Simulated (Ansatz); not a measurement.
## Nudged elastic band run: FGeH5

The input (input.yaml):

```yaml
crystal:
  periodic: [false, false, false]
  atoms:
    - { symbol: Ge, position_ang: [0.610633, 0.0, -0.453387] }
    - { symbol: F, position_ang: [-0.217099, 0.0, 1.069913] }
    - { symbol: H, position_ang: [2.102827, 0.0, -0.132368] }
    - { symbol: H, position_ang: [0.175768, 1.268043, -1.182697] }
    - { symbol: H, position_ang: [0.175768, -1.268043, -1.182697] }
    - { symbol: H, position_ang: [-3.314299, 0.0, 2.352564] }
    - { symbol: H, position_ang: [-2.6034, 0.0, 2.122071] }
basis:
  gaussian: { orbitals: def2-SVP }
hamiltonian:
  xc: hf
neb:
  order_check: false
  images: 9
  f_tol: 0.03
  max_iterations: 60
  final_atoms:
    - { symbol: Ge, position_ang: [-0.09254936, -0.0052202, -0.60535059] }
    - { symbol: F, position_ang: [-0.93158429, 0.02271585, 3.10269449] }
    - { symbol: H, position_ang: [1.06775896, -0.00880811, 0.390275] }
    - { symbol: H, position_ang: [-0.03215052, 1.25130246, -1.48065777] }
    - { symbol: H, position_ang: [-0.02973194, -1.25358603, -1.49215561] }
    - { symbol: H, position_ang: [-1.42900729, -0.01027374, 0.15380461] }
    - { symbol: H, position_ang: [-1.62253755, 0.00386978, 2.52478887] }
  initial_path:
    images:
      - { positions_ang: [[0.610633, 0.0, -0.453387], [-0.217099, 0.0, 1.069913], [2.102827, 0.0, -0.132368], [0.175768, 1.268043, -1.182697], [0.175768, -1.268043, -1.182697], [-3.314299, 0.0, 2.352564], [-2.6034, 0.0, 2.122071]] }
      - { positions_ang: [[0.49702884, 0.0, -0.35124444], [-0.21557385, 0.0, 1.270253], [1.99366174, 0.0, -0.16056984], [0.01708726, 1.2673944, -1.05526362], [0.01708726, -1.2673944, -1.05526362], [-3.00580583, 0.0, 1.96567129], [-2.37328742, 0.0, 1.97981623]] }
      - { positions_ang: [[0.38342467, 0.0, -0.24910189], [-0.21404869, 0.0, 1.47059299], [1.88449648, 0.0, -0.18877167], [-0.14159347, 1.2667458, -0.92783023], [-0.14159347, -1.2667458, -0.92783023], [-2.69731266, 0.0, 1.57877858], [-2.14317485, 0.0, 1.83756146]] }
      - { positions_ang: [[0.26982051, 0.0, -0.14695933], [-0.21252354, 0.0, 1.67093299], [1.77533121, 0.0, -0.21697351], [-0.30027421, 1.2660972, -0.80039685], [-0.30027421, -1.2660972, -0.80039685], [-2.38881949, 0.0, 1.19188587], [-1.91306227, 0.0, 1.69530669]] }
      - { positions_ang: [[0.15621635, 0.0, -0.04481678], [-0.21099838, 0.0, 1.87127299], [1.66616595, 0.0, -0.24517535], [-0.45895495, 1.2654486, -0.67296347], [-0.45895495, -1.2654486, -0.67296347], [-2.08032633, 0.0, 0.80499316], [-1.68294969, 0.0, 1.55305191]] }
      - { positions_ang: [[0.04261218, 0.0, 0.05732578], [-0.20947323, 0.0, 2.07161298], [1.55700069, 0.0, -0.27337719], [-0.61763569, 1.2648, -0.54553009], [-0.61763569, -1.2648, -0.54553009], [-1.77183316, 0.0, 0.41810045], [-1.45283711, 0.0, 1.41079714]] }
      - { positions_ang: [[0.01557987, -0.00104404, -0.07520949], [-0.35389544, 0.00454317, 2.27782929], [1.45915234, -0.00176162, -0.14064675], [-0.50053865, 1.26210049, -0.73255562], [-0.50005494, -1.26255721, -0.73485519], [-1.70326798, -0.00205475, 0.36524128], [-1.4867772, 0.00077396, 1.63359549]] }
      - { positions_ang: [[-0.01145243, -0.00208808, -0.20774477], [-0.49831765, 0.00908634, 2.48404559], [1.361304, -0.00352324, -0.00791631], [-0.38344162, 1.25940098, -0.91958116], [-0.38247419, -1.26031441, -0.92418029], [-1.63470281, -0.0041095, 0.31238211], [-1.52071729, 0.00154791, 1.85639383]] }
      - { positions_ang: [[-0.03848474, -0.00313212, -0.34028004], [-0.64273987, 0.01362951, 2.69026189], [1.26345565, -0.00528487, 0.12481413], [-0.26634459, 1.25670148, -1.10660669], [-0.26489344, -1.25807162, -1.1135054], [-1.56613764, -0.00616424, 0.25952295], [-1.55465737, 0.00232187, 2.07919218]] }
      - { positions_ang: [[-0.06551705, -0.00417616, -0.47281532], [-0.78716208, 0.01817268, 2.89647819], [1.1656073, -0.00704649, 0.25754456], [-0.14924755, 1.25400197, -1.29363223], [-0.14731269, -1.25582883, -1.3028305], [-1.49757247, -0.00821899, 0.20666378], [-1.58859746, 0.00309582, 2.30199052]] }
      - { positions_ang: [[-0.09254936, -0.0052202, -0.60535059], [-0.93158429, 0.02271585, 3.10269449], [1.06775896, -0.00880811, 0.390275], [-0.03215052, 1.25130246, -1.48065777], [-0.02973194, -1.25358603, -1.49215561], [-1.42900729, -0.01027374, 0.15380461], [-1.62253755, 0.00386978, 2.52478887]] }
```

Run as:

```bash
$ ansatz run input.yaml --threads 1 --pin off --max-ram 2048MiB --backend cpu --events-out ev --progress --plain --runs-dir out
```

Output, in part (warnings, iteration lines, the closing report on the highest movable image, with atoms numbered from 0):

```
NEB end point (image 0): max|allowed force component| = 2.722e-2 eV/Å (the criterion of neb.relax_end_points is 1.000e-2)
NEB end point (image 10): max|allowed force component| = 5.923e-4 eV/Å (the criterion of neb.relax_end_points is 1.000e-2)
NEB iter   1: max|band force component| = 7.732e0 eV/Å  barrier→ = 4.3273 eV  barrier← = 4.0182 eV  Δτ_max = 0.2000 Å  (362 SCF iters)
NEB iter   2: max|band force component| = 3.095e0 eV/Å  barrier→ = 3.5277 eV  barrier← = 3.2187 eV  Δτ_max = 0.2000 Å  (271 SCF iters)
NEB iter   3: max|band force component| = 6.181e0 eV/Å  barrier→ = 2.8758 eV  barrier← = 2.5668 eV  Δτ_max = 0.1012 Å  (266 SCF iters)
NEB iter   4: max|band force component| = 5.606e0 eV/Å  barrier→ = 2.7329 eV  barrier← = 2.4239 eV  Δτ_max = 0.0502 Å  (271 SCF iters)
NEB iter   5: max|band force component| = 2.688e0 eV/Å  barrier→ = 2.6954 eV  barrier← = 2.3863 eV  Δτ_max = 0.1004 Å  (258 SCF iters)
NEB iter   6: max|band force component| = 1.251e0 eV/Å  barrier→ = 2.5872 eV  barrier← = 2.2781 eV  Δτ_max = 0.0606 Å  (259 SCF iters)
NEB iter   7: max|band force component| = 1.208e0 eV/Å  barrier→ = 2.4512 eV  barrier← = 2.1421 eV  Δτ_max = 0.0950 Å  (252 SCF iters)
NEB iter   8: max|band force component| = 8.539e-1 eV/Å  barrier→ = 2.2176 eV  barrier← = 1.9085 eV  Δτ_max = 0.0473 Å  (249 SCF iters)
NEB iter   9: max|band force component| = 1.395e0 eV/Å  barrier→ = 2.1424 eV  barrier← = 1.8333 eV  CI = image 6  Δτ_max = 0.1512 Å  (259 SCF iters)
NEB iter  10: max|band force component| = 1.906e0 eV/Å  barrier→ = 2.6722 eV  barrier← = 2.3631 eV  CI = image 6  Δτ_max = 0.1602 Å  (247 SCF iters)
NEB iter  11: max|band force component| = 1.006e0 eV/Å  barrier→ = 2.6897 eV  barrier← = 2.3806 eV  CI = image 6  Δτ_max = 0.0634 Å  (269 SCF iters)
NEB iter  12: max|band force component| = 1.756e-1 eV/Å  barrier→ = 2.7060 eV  barrier← = 2.3969 eV  CI = image 6  Δτ_max = 0.0292 Å  (255 SCF iters)
NEB iter  13: max|band force component| = 8.661e-2 eV/Å  barrier→ = 2.7052 eV  barrier← = 2.3961 eV  CI = image 6  Δτ_max = 0.0448 Å  (228 SCF iters)
NEB iter  14: max|band force component| = 1.100e-1 eV/Å  barrier→ = 2.7045 eV  barrier← = 2.3954 eV  CI = image 6  Δτ_max = 0.0224 Å  (219 SCF iters)
NEB iter  15: max|band force component| = 1.851e-2 eV/Å  barrier→ = 2.7040 eV  barrier← = 2.3949 eV  CI = image 6  Δτ_max = 0.0000 Å  (503 SCF iters)
Total energy: -59246.25411211 eV, -2177.2596800666 hartree
Atom 0 at    -0.120181    -0.000525    -0.085605 Å, force    -0.008335     0.002538     0.011032 eV/Å
Atom 1 at    -0.263067     0.001804     1.976619 Å, force     0.007024     0.000428    -0.007326 eV/Å
Atom 2 at     1.382111    -0.000564     0.203500 Å, force     0.005173    -0.000182     0.002412 eV/Å
Atom 3 at    -0.477045     1.290823    -0.816637 Å, force     0.000610     0.003714    -0.005024 eV/Å
Atom 4 at    -0.475954    -1.291646    -0.817738 Å, force    -0.002335    -0.003445    -0.002616 eV/Å
Atom 5 at    -1.822450    -0.000784     0.645178 Å, force     0.013126    -0.001226     0.005256 eV/Å
Atom 6 at    -1.293215     0.000891     1.488083 Å, force    -0.015263    -0.001826    -0.003734 eV/Å
Dipole moment:    -0.020683    -0.000561    -0.375494 e Å
```

The forces met the threshold. Neighbouring images differ by up to 1.8 eV, so the band resolves the path poorly. A vibrational analysis at the climbing image gives 2 clearly imaginary modes (1686i, 112i cm⁻¹): a point of higher order, so a lower path passes nearby. The orbitals stay closed-shell, which can raise the energy where a bond breaks towards radicals; this wasn't checked here.

Final band (atoms are numbered from 1 in the order of the input):

```json
{"image": "0", "path coordinate (Å)": "0.00", "energy (kcal/mol)": "0.0", "Ge1–F2 (Å)": "1.73", "H6–H7 (Å)": "0.75", "Ge1–H6 (Å)": "4.82"}
{"image": "1", "path coordinate (Å)": "0.68", "energy (kcal/mol)": "0.1", "Ge1–F2 (Å)": "1.73", "H6–H7 (Å)": "0.75", "Ge1–H6 (Å)": "4.47"}
{"image": "2", "path coordinate (Å)": "1.36", "energy (kcal/mol)": "0.2", "Ge1–F2 (Å)": "1.73", "H6–H7 (Å)": "0.75", "Ge1–H6 (Å)": "4.03"}
{"image": "3", "path coordinate (Å)": "2.04", "energy (kcal/mol)": "0.5", "Ge1–F2 (Å)": "1.73", "H6–H7 (Å)": "0.75", "Ge1–H6 (Å)": "3.46"}
{"image": "4", "path coordinate (Å)": "2.72", "energy (kcal/mol)": "3.7", "Ge1–F2 (Å)": "1.74", "H6–H7 (Å)": "0.74", "Ge1–H6 (Å)": "2.83"}
{"image": "5", "path coordinate (Å)": "3.40", "energy (kcal/mol)": "21.4", "Ge1–F2 (Å)": "1.79", "H6–H7 (Å)": "0.75", "Ge1–H6 (Å)": "2.27"}
{"image": "6", "path coordinate (Å)": "4.08", "energy (kcal/mol)": "62.4", "Ge1–F2 (Å)": "2.07", "H6–H7 (Å)": "1.00", "Ge1–H6 (Å)": "1.85"}
{"image": "7", "path coordinate (Å)": "4.66", "energy (kcal/mol)": "33.3", "Ge1–F2 (Å)": "2.49", "H6–H7 (Å)": "1.34", "Ge1–H6 (Å)": "1.62"}
{"image": "8", "path coordinate (Å)": "5.23", "energy (kcal/mol)": "13.5", "Ge1–F2 (Å)": "2.96", "H6–H7 (Å)": "1.58", "Ge1–H6 (Å)": "1.55"}
{"image": "9", "path coordinate (Å)": "5.81", "energy (kcal/mol)": "7.8", "Ge1–F2 (Å)": "3.44", "H6–H7 (Å)": "1.94", "Ge1–H6 (Å)": "1.54"}
{"image": "10", "path coordinate (Å)": "6.38", "energy (kcal/mol)": "7.1", "Ge1–F2 (Å)": "3.80", "H6–H7 (Å)": "2.38", "Ge1–H6 (Å)": "1.54"}
```

The run took 2.1 min on 1 thread of Arm Neoverse V1 (shared host), peak memory 0.13 GiB.
